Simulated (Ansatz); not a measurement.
`O[Si]([SiH3])(Cl)Br` + H₂S → `O[Si]([SiH3])(S)Cl` + HBr at 700 K and 1 bar (ligand exchange at the Si–Br bond).

Computed with Ansatz on PBE0-D4/def2-TZVP structures; ΔE is electronic, products minus reactants. CCSD(T)/CBS adds triple-zeta CCSD(T) − MP2 to the extrapolated MP2 energy (def2 sets, frozen cores). This one scheme is used for every species. For Br outer-core shells are correlated without core-valence functions, which leaves a few kJ/mol of doubt a bond. Scalar relativity is left out up to krypton. Each species was taken in one conformer, which may not be the lowest.

```json
{"species": "`O[Si]([SiH3])(Cl)Br`", "CCSD(T)/CBS energy (Eh)": "-3688.98681", "H − E (kJ/mol)": "197.3", "S (J/(mol·K))": "520.6"}
{"species": "H₂S", "CCSD(T)/CBS energy (Eh)": "-398.97279", "H − E (kJ/mol)": "64.8", "S (J/(mol·K))": "236.9"}
{"species": "`O[Si]([SiH3])(S)Cl`", "CCSD(T)/CBS energy (Eh)": "-1514.02592", "H − E (kJ/mol)": "226.6", "S (J/(mol·K))": "530.4"}
{"species": "HBr", "CCSD(T)/CBS energy (Eh)": "-2573.91920", "H − E (kJ/mol)": "36.5", "S (J/(mol·K))": "223.7"}
```

H − E and S are ideal-gas, rigid-rotor, harmonic terms from PBE0-D4/def2-TZVP, for one conformer and one mirror image of each species. 1 Eh = 2625.50 kJ/mol, R = 8.31446 J/(mol·K).

Task: By hand: ΔE, ΔH, ΔS and ΔG.

Result: ΔE = (-1514.02592) + (-2573.91920) − (-3688.98681) − (-398.97279) = 0.01448 Eh = 38.0 kJ/mol. Δ(H − E) = 226.6 + 36.5 − 197.3 − 64.8 = 1.0, so ΔH = 39.0 kJ/mol. ΔS = 530.4 + 223.7 − 520.6 − 236.9 = -3.4 J/(mol·K). ΔG = 39.0 − 700 × (-3.4)/1000 = 41.4 kJ/mol.

Task: By hand: the equilibrium constant, and the temperature at which ΔG would vanish if ΔH and ΔS stayed fixed.

Result: log₁₀ K = −ΔG/(RT ln 10) = -3.1. ΔH and −TΔS have one sign here, so there is no such temperature.

The number of gas molecules stays the same, so ΔS is small and ΔH decides. A doubt of 5 kJ/mol in ΔE shifts log₁₀ K by 0.4 here. Other conformers and mirror images would add mixing entropy, several J/(mol·K) or more a flexible species. These are equilibria of isolated gas molecules and say nothing of rates. Largest T1 diagnostic: 0.012 (customary marks: 0.02 for closed shells, 0.045 for open ones).

ΔS is within the doubt of such terms, so its sign, and with it that verdict, could turn.
